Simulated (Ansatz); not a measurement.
`[CH3][Zr]12345678([Cl])([C@H]9[C@@H]1[C@@H]2[C@@H]3[C@H]94)[C@H]1[C@@H]5[C@@H]6[C@@H]7[C@H]18` + H–F → `[F][Zr]12345678([Cl])([C@H]9[C@@H]1[C@@H]2[C@@H]3[C@H]94)[C@H]1[C@@H]5[C@@H]6[C@@H]7[C@H]18` + CH₄  (ligand exchange at a Zr–C bond)

Computed with Ansatz on PBE0-D4/def2-TZVP structures; ΔE is electronic, products minus reactants. CBS: MP2 limit from def2 TZ/QZ plus the TZ coupled-cluster correction, frozen cores. This one scheme is used for every species. DFT in def2-TZVPP. B3LYP here is the variant with VWN-RPA as its local correlation; programs differ in this. def2 core potentials past Kr. For Zr outer-core shells are correlated without core-valence functions, which leaves a few kJ/mol of doubt a bond.

CCSD(T)/CBS gives -196.2 kJ/mol.

Task: Another level gave -222.3 kJ/mol. Which?
A. BLYP/def2-TZVPP
B. PBE-D4/def2-TZVPP
C. B3LYP-D4/def2-TZVPP
D. revPBE/def2-TZVPP

Result: D. revPBE -222.3, B3LYP-D4 -218.3, PBE-D4 -210.2, BLYP -236.2 kJ/mol.

Largest T1 diagnostic among the species: 0.013.

The D4 term adds +12.1 kJ/mol with B3LYP and +7.4 kJ/mol with PBE0; it sums over pairs of atoms, weighted by their polarisabilities, and B3LYP, whose exchange is more repulsive, gets the larger term. From r2SCAN to r2SCAN0 (25 % exact exchange), in def2-TZVPP and without D4, ΔE moves by +6.8 kJ/mol.

CCSD(T)/CBS has its own doubt, a few kJ/mol and more with outer-core shells, so smaller differences from it don't rank the levels.
